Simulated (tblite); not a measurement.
Record of a relaxation.

Compound: C7H11O (doublet state).
Numbering: `[CH3:1][O:2][C:3]1=[CH:4][CH:5][C@H:6]([CH3:7])[CH2:8]1` (hydrogens: H9, H10, H11 on C1; H12 on C4; H13 on C5; H14 on C6; H15, H16, H17 on C7; H18, H19 on C8)
Bond orders are those of one Lewis drawing.

Computed with GFN2-xTB (tblite), gas phase: L-BFGS steps from a force-field or distance-geometry start until the largest atomic force falls under 0.01 eV/Å. 7 of its 115 geometries are shown.

Step 0: E = -668.1163 eV, largest atomic force 3.270 eV/Å
```
atom  x, y, z in Å  |  force x, y, z in eV/Å
C1      3.111   -0.126   -0.275   -1.123   0.089  -1.259
O2      2.005    0.532    0.330   -0.271   0.681   1.009
C3      0.721    0.045    0.237    1.547   0.970  -0.445
C4      0.345   -1.007   -0.457   -1.474  -2.560  -1.402
C5     -1.113   -1.258   -0.351    2.193  -0.600   1.224
C6     -1.673   -0.013    0.257   -0.271  -0.600   0.025
C7     -2.229    0.865   -0.850   -1.110  -0.079  -0.243
C8     -0.469    0.651    0.869    0.392   1.601   2.333
H9      4.040    0.436   -0.051   -0.773  -0.386   0.087
H10     3.142   -1.182    0.021    0.280   0.239   0.127
H11     2.905   -0.094   -1.386    0.554  -0.124   0.715
H12     1.038   -1.638   -1.006   -0.404  -0.096   0.116
H13    -1.373   -2.163    0.217   -0.107   0.010  -1.131
H14    -2.438   -0.304    0.995    0.092   0.439  -0.174
H15    -1.444    1.579   -1.139   -0.729  -0.209  -0.173
H16    -3.164    1.366   -0.461    1.061  -0.253  -0.848
H17    -2.461    0.164   -1.691   -0.105   1.062   0.438
H18    -0.448    0.399    1.963    0.109   0.352  -0.549
H19    -0.504    1.759    0.788    0.139  -0.535   0.151
```

Step 19: E = -669.2912 eV, largest atomic force 0.155 eV/Å
```
atom  x, y, z in Å  |  force x, y, z in eV/Å
C1      3.033   -0.065   -0.303    0.004  -0.001   0.020
O2      1.977    0.653    0.285   -0.048  -0.057   0.020
C3      0.758    0.062    0.220   -0.039   0.011   0.085
C4      0.357   -1.132   -0.348   -0.019   0.000   0.077
C5     -1.006   -1.284   -0.204   -0.012   0.024   0.004
C6     -1.617   -0.027    0.341    0.118   0.002   0.101
C7     -2.230    0.787   -0.816    0.008  -0.052   0.073
C8     -0.397    0.703    0.934    0.025   0.023  -0.001
H9      3.949    0.460   -0.043    0.043   0.039   0.002
H10     3.065   -1.083    0.093    0.093  -0.036  -0.043
H11     2.925   -0.097   -1.393    0.001  -0.047   0.011
H12     1.002   -1.859   -0.813   -0.019   0.042  -0.047
H13    -1.596   -2.115   -0.538    0.017  -0.035  -0.048
H14    -2.386   -0.213    1.098    0.060  -0.068  -0.084
H15    -1.480    1.456   -1.225   -0.031  -0.005  -0.083
H16    -3.081    1.368   -0.476   -0.024   0.084  -0.020
H17    -2.550    0.116   -1.607   -0.139   0.013  -0.046
H18    -0.300    0.495    2.007   -0.053   0.098  -0.067
H19    -0.433    1.784    0.797    0.016  -0.034   0.047
```

Step 38: E = -669.3948 eV, largest atomic force 0.155 eV/Å
```
atom  x, y, z in Å  |  force x, y, z in eV/Å
C1      3.085   -0.080   -0.223   -0.004  -0.031  -0.024
O2      2.047    0.507    0.525   -0.064  -0.047  -0.057
C3      0.804   -0.011    0.336   -0.060   0.021   0.032
C4      0.403   -1.149   -0.338    0.016   0.050  -0.003
C5     -0.972   -1.252   -0.333    0.094   0.113  -0.048
C6     -1.597   -0.038    0.285    0.022  -0.031   0.032
C7     -2.337    0.783   -0.781    0.032  -0.016   0.070
C8     -0.390    0.715    0.889   -0.040   0.007   0.008
H9      3.963    0.551   -0.104   -0.017   0.063   0.056
H10     3.324   -1.089    0.126   -0.056  -0.027   0.075
H11     2.816   -0.134   -1.282    0.008   0.015  -0.062
H12     1.064   -1.859   -0.806   -0.032  -0.006   0.036
H13    -1.544   -2.013   -0.824   -0.050  -0.084   0.010
H14    -2.330   -0.294    1.058    0.060  -0.093   0.011
H15    -1.623    1.197   -1.488   -0.045  -0.020  -0.056
H16    -2.894    1.596   -0.321    0.024   0.042  -0.007
H17    -3.038    0.143   -1.313    0.021   0.058  -0.019
H18    -0.407    0.663    1.983    0.065   0.001  -0.038
H19    -0.383    1.773    0.619    0.026  -0.015  -0.017
```

Step 57: E = -669.4142 eV, largest atomic force 0.044 eV/Å
```
atom  x, y, z in Å  |  force x, y, z in eV/Å
C1      3.093   -0.077   -0.197    0.012   0.003   0.009
O2      2.028    0.534    0.489    0.004  -0.003   0.005
C3      0.800   -0.011    0.309   -0.001  -0.006  -0.017
C4      0.412   -1.152   -0.365   -0.006  -0.002  -0.025
C5     -0.962   -1.257   -0.378    0.010   0.030  -0.030
C6     -1.594   -0.061    0.267   -0.008  -0.010   0.010
C7     -2.362    0.795   -0.750    0.018  -0.018   0.003
C8     -0.395    0.711    0.855   -0.007   0.008  -0.013
H9      3.963    0.557   -0.035    0.018  -0.002   0.010
H10     3.295   -1.080    0.191   -0.006  -0.014  -0.001
H11     2.882   -0.143   -1.270    0.010  -0.009   0.010
H12     1.077   -1.868   -0.816    0.006   0.006  -0.006
H13    -1.530   -2.044   -0.835   -0.007   0.006   0.005
H14    -2.296   -0.366    1.049   -0.017   0.014   0.038
H15    -1.685    1.129   -1.533   -0.003   0.002  -0.023
H16    -2.791    1.669   -0.262   -0.016  -0.018  -0.008
H17    -3.163    0.221   -1.208   -0.018  -0.015   0.011
H18    -0.394    0.692    1.948    0.016   0.003  -0.002
H19    -0.389    1.758    0.548   -0.008   0.027   0.025
```

Step 76: E = -669.4222 eV, largest atomic force 0.031 eV/Å
```
atom  x, y, z in Å  |  force x, y, z in eV/Å
C1      3.123   -0.098   -0.153    0.006  -0.010   0.005
O2      2.033    0.573    0.428   -0.008   0.004   0.000
C3      0.805    0.032    0.233   -0.011  -0.007   0.001
C4      0.413   -1.112   -0.433   -0.006   0.001  -0.006
C5     -0.959   -1.238   -0.397    0.008   0.003  -0.008
C6     -1.591   -0.056    0.274    0.010  -0.001  -0.005
C7     -2.409    0.772   -0.728    0.020  -0.001   0.007
C8     -0.383    0.731    0.823   -0.001   0.016   0.001
H9      4.005    0.494    0.084    0.010  -0.006  -0.007
H10     3.235   -1.105    0.262    0.004  -0.022   0.007
H11     3.011   -0.172   -1.240   -0.005   0.006  -0.005
H12     1.071   -1.815   -0.913    0.002   0.018   0.008
H13    -1.532   -2.030   -0.840   -0.004  -0.009  -0.008
H14    -2.262   -0.365    1.082    0.004  -0.002   0.000
H15    -1.783    1.061   -1.568    0.009   0.005  -0.002
H16    -2.798    1.672   -0.257   -0.017  -0.013   0.023
H17    -3.245    0.188   -1.106   -0.004  -0.007   0.001
H18    -0.336    0.692    1.915   -0.014   0.010   0.005
H19    -0.407    1.785    0.541   -0.005   0.015  -0.019
```

Step 95: E = -669.4268 eV, largest atomic force 0.027 eV/Å
```
atom  x, y, z in Å  |  force x, y, z in eV/Å
C1      3.134   -0.142   -0.111    0.008   0.006  -0.002
O2      2.054    0.581    0.426    0.000   0.002   0.014
C3      0.819    0.062    0.210    0.003   0.004   0.001
C4      0.435   -1.074   -0.473   -0.001   0.004   0.000
C5     -0.934   -1.212   -0.441   -0.008  -0.004  -0.005
C6     -1.574   -0.057    0.268    0.004   0.007  -0.003
C7     -2.463    0.751   -0.685   -0.006   0.001   0.008
C8     -0.375    0.770    0.777    0.008   0.002  -0.007
H9      4.035    0.406    0.157    0.007   0.014   0.010
H10     3.181   -1.152    0.309    0.008  -0.001  -0.003
H11     3.058   -0.211   -1.201    0.012  -0.008  -0.009
H12     1.101   -1.762   -0.964   -0.005  -0.015   0.006
H13    -1.500   -1.996   -0.904   -0.017  -0.018   0.000
H14    -2.196   -0.401    1.103   -0.003   0.001  -0.001
H15    -1.879    1.078   -1.542   -0.018   0.020  -0.003
H16    -2.873    1.624   -0.182   -0.002   0.004   0.007
H17    -3.288    0.140   -1.043   -0.003  -0.015  -0.007
H18    -0.321    0.797    1.869   -0.013  -0.009  -0.007
H19    -0.423    1.806    0.433    0.026   0.005   0.000
```

Step 114: E = -669.4295 eV, largest atomic force 0.010 eV/Å
```
atom  x, y, z in Å  |  force x, y, z in eV/Å
C1      3.157   -0.161   -0.079   -0.004   0.000   0.006
O2      2.069    0.565    0.438   -0.007   0.002  -0.003
C3      0.833    0.059    0.197    0.001  -0.004  -0.001
C4      0.445   -1.073   -0.490    0.001  -0.001  -0.002
C5     -0.927   -1.192   -0.483    0.003   0.002  -0.002
C6     -1.564   -0.049    0.247    0.002  -0.003   0.002
C7     -2.514    0.748   -0.653   -0.007   0.002  -0.001
C8     -0.362    0.791    0.731    0.004  -0.003  -0.005
H9      4.054    0.384    0.212   -0.002   0.004  -0.003
H10     3.191   -1.172    0.338    0.005  -0.008   0.002
H11     3.107   -0.227   -1.171    0.001   0.006   0.003
H12     1.111   -1.772   -0.966   -0.006   0.000  -0.005
H13    -1.496   -1.974   -0.948   -0.002  -0.002   0.000
H14    -2.147   -0.417    1.100   -0.004   0.000   0.009
H15    -1.981    1.125   -1.522    0.009   0.002   0.001
H16    -2.940    1.589   -0.110    0.002   0.004   0.002
H17    -3.327    0.113   -0.998   -0.001  -0.006  -0.003
H18    -0.319    0.862    1.820    0.001   0.002   0.002
H19    -0.399    1.812    0.344    0.002   0.003  -0.003
```

Q: Summarise the path.

A: The energy falls by 1.3132 eV from step 0 to step 114; nine tenths of that is first reached at step 21. It falls at every step. The largest force goes from 3.270 to 0.010 eV/Å. Among the bonds C4–C5 changes most, from 1.483 to 1.377 Å; the atoms move by 0.498 Å rms after alignment.

Q: Follow the three bonds and two angles with the largest change from start to end.

A: 
```
step  E above end (eV)  largest force (eV/Å)  C4–C5 (Å)  C3=C4 (Å)  C7–H16 (Å)  C4–C5–H13 (°)  C6–C5–H13 (°)
   0            1.3132                 3.270      1.483      1.316       1.130          114.1          112.7
   5            0.5316                 0.689      1.402      1.368       1.085          124.4          119.8
  10            0.2981                 0.488      1.380      1.379       1.087          123.9          126.5
  15            0.1634                 0.271      1.379      1.381       1.088          124.8          125.6
  20            0.1341                 0.137      1.379      1.382       1.084          126.7          122.4
  25            0.1151                 0.160      1.375      1.381       1.089          127.2          122.0
  30            0.0827                 0.246      1.377      1.382       1.087          125.4          123.6
  35            0.0470                 0.214      1.376      1.379       1.092          126.3          122.5
  40            0.0288                 0.124      1.378      1.381       1.086          125.7          122.9
  45            0.0235                 0.060      1.376      1.381       1.088          126.5          122.7
  50            0.0197                 0.095      1.377      1.380       1.087          125.8          123.0
  55            0.0160                 0.057      1.378      1.381       1.088          126.0          123.1
  59            0.0147                 0.053      1.377      1.380       1.088          126.0          122.9
  64            0.0124                 0.070      1.378      1.381       1.088          126.4          122.8
  69            0.0096                 0.043      1.378      1.380       1.088          126.2          122.8
  74            0.0080                 0.038      1.378      1.380       1.088          126.0          123.0
  79            0.0070                 0.023      1.378      1.380       1.088          126.1          122.8
  84            0.0060                 0.043      1.378      1.381       1.087          126.3          122.8
  89            0.0041                 0.045      1.377      1.380       1.088          126.3          122.8
  94            0.0029                 0.026      1.377      1.380       1.088          126.0          122.9
  99            0.0017                 0.045      1.377      1.380       1.088          126.0          122.9
 104            0.0007                 0.022      1.377      1.380       1.088          126.0          122.8
 109            0.0001                 0.013      1.377      1.380       1.088          126.1          122.8
 114            0.0000                 0.010      1.377      1.380       1.088          126.1          122.8
```

The cost below is that of the whole relaxation. The run took 0.76 s wall on one thread of an Arm Neoverse V1, shared host with 32 logical CPUs at a one-minute load of 16.
